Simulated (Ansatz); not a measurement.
Species: C$_{6}$H$_{5}$F$_{3}$OSi, SMILES `O=CC1=C(C(F)(F)F)[SiH2]C=C1` (O–C–C–C torsion 180°) (charge 0, multiplicity 1).

Task: Give a relaxed geometry from B3LYP-D3(BJ)/def2-SVP run with Ansatz (a program for electronic structure).

Result: Several could match; the one computed here: the end point of this relaxation, one of several conformers (outside a Z-matrix the atoms follow the SMILES, hydrogens last).
Z-matrix (Å, degrees):
```
C
C 1 1.3605
C 2 1.4863 1 116.08
C 3 1.3507 2 117.00 1 0.01
H 4 1.0919 3 122.03 2 180.00
H 3 1.0932 4 125.19 5 0.01
C 2 1.4924 1 125.10 3 179.97
O 7 1.2096 2 122.32 1 -179.95
H 7 1.1134 8 121.38 2 179.98
C 1 1.4956 2 125.34 3 -179.96
F 10 1.3472 1 110.67 2 -179.76
F 10 1.3478 11 107.13 1 122.81
F 10 1.3478 11 107.13 12 114.35
Si 4 1.8762 5 130.02 3 179.99
H 14 1.4885 4 114.86 5 -64.31
H 14 1.4885 15 109.65 1 126.10
```
